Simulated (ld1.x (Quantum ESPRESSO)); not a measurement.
# promethium, ultrasoft: configuration errors across variants

ld1.x (Quantum ESPRESSO) 7.5 input, shortened:

```
&input
   title='Pm', zed=61., rel=1, dft='PZ', iswitch=3,
   config='[Xe] 4f4 5d1.5 6s1.5 6p0'
 /
 &inputp
   pseudotype=3, tm=.true., lloc=-1, rcloc=3.05,
   nlcc=.true., rcore=0.95
 /
6
5S  1  0   2.00   0.00  1.80  1.90  0.0
6S  2  0   1.50   0.00  1.80  1.90  0.0
5P  2  1   6.00   0.00  2.35  3.05  0.0
6P  3  1   0.00   0.00  2.35  3.05  0.0
5D  3  2   1.50   0.00  2.05  2.70  0.0
5D  3  2   0.00   3.60  2.05  2.70  0.0
 &test
   configts(1)='5s2 5p6 5d1.5 6s1.5 6p0'
 /
```

All-electron excitation energies from the reference (eV): (1) 5s2 5p6 5d1 6s2 6p0 -0.605; (2) 5s2 5p6 5d1 6s1 6p0 5.961; (3) 5s2 5p6 5d1 6s1 6p1 2.140; (4) 5s2 5p6 5d2 6s0 6p0 6.604.

The overlap operator is not positive definite (basis up to 400 Ry) in “waves 5s (bound): rcut 1.38, rcutus 1.46 bohr; 6s (bound): rcut 1.38, rcutus 1.46 bohr”. Such files are unfit for use, however small their errors in these radial tests.

Tests that are not counted but printed errors over 1 eV. “base”: 5s2 5p6 5d1 6s0 6p0 (solver errors, printed error -586 eV); 5s2 5p6 5d0 6s0 6p0 (solver errors, printed error -448 eV). “waves 5s (bound): rcut 1.38, rcutus 1.46 bohr; 6s (bound): rcut 1.38, rcutus 1.46 bohr”: 5s2 5p6 5d0 6s0 6p0 (solver errors, printed error -448 eV). “core correction a·sin(br)/r model core inside 2.12 bohr”: 5s2 5p6 5d1 6s0 6p0 (solver errors, printed error -577 eV).

4 further variants failed, have other tests or another functional or relativity, and are left out.

The file “base” misses its own reference levels by 0.8 eV. The file “core correction a·sin(br)/r model core inside 2.12 bohr” misses its own reference levels by 1.0 eV.

Errors AE − PS in meV (a dash: test not solved or not reliable):

| change | (1) | (2) | (3) | (4) | bound ghosts |
| --- | --- | --- | --- | --- | --- |
| base | -569 | +78 | -308 | +1253 | not determined |
| waves 5s (bound): rcut 1.38, rcutus 1.46 bohr; 6s (bound): rcut 1.38, rcutus 1.46 bohr | -5.0 | -21 | -582 | -6.6 | not determined (overlap not positive) |
| core correction a·sin(br)/r model core inside 2.12 bohr | -617 | +73 | -283 | +1532 | not determined |

(1) Give the same row for: local potential all-electron potential smoothed inside 3.54 bohr (lloc = -1).

Results:

(1) -589, –, -295, +1298; bound ghosts: not determined. Not counted: 5s2 5p6 5d1 6s1 6p0 (solver errors, printed error -638 eV); 5s2 5p6 5d1 6s0 6p0 (solver errors, printed error -586 eV); 1 more.
